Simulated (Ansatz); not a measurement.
Born–Oppenheimer molecular dynamics of CH₃F₃Ge (8 atoms, charge 0, multiplicity 1). It starts from a relaxed structure.

All numbers below come from Ansatz, RKS PBE/def2-SVP.

| Item | Value |
| --- | --- |
| ensemble | NVT, Nosé–Hoover chain |
| time step | 0.5 fs |
| steps asked | 250 |
| set temperature | 500 K |
| thermostat | time constant 100 fs, chain length 3 (defaults) |
| seed | 699379 |

First frame:

```xyz
8
Properties=species:S:1:pos:R:3
Ge 0.000 0.000 0.065
C 0.000 0.000 1.995
H -1.003 -0.294 2.356
H 0.756 -0.722 2.357
H 0.247 1.016 2.357
F 1.600 0.010 -0.618
F -0.808 1.381 -0.619
F -0.791 -1.391 -0.619
```

How far do the bonds stretch over the last three quarters of this one trajectory? (Pairs bonded in most of those frames.)


```csv
bond,mean (Å),spread (Å),shortest,longest
Ge1–C2,1.953,0.047,1.87,2.02
Ge1–F6,1.745,0.018,1.72,1.77
Ge1–F7,1.747,0.041,1.69,1.81
Ge1–F8,1.743,0.012,1.72,1.76
C2–H3,1.107,0.014,1.08,1.13
C2–H4,1.108,0.012,1.09,1.13
C2–H5,1.108,0.017,1.08,1.14
```

Mean temperature of the second half: 371 K. The conserved energy stayed within 0.077 meV per atom of its start (net change 0.074 meV per atom), so the integration is sound. The mean temperature of the second half is 26 % below the set value. A run of 0.12 ps of so small a system gives no equilibrium averages.

Time of the run: 5.9 min on 4 threads of Arm Neoverse N1, with other jobs on the host, peak memory 0.15 GiB.
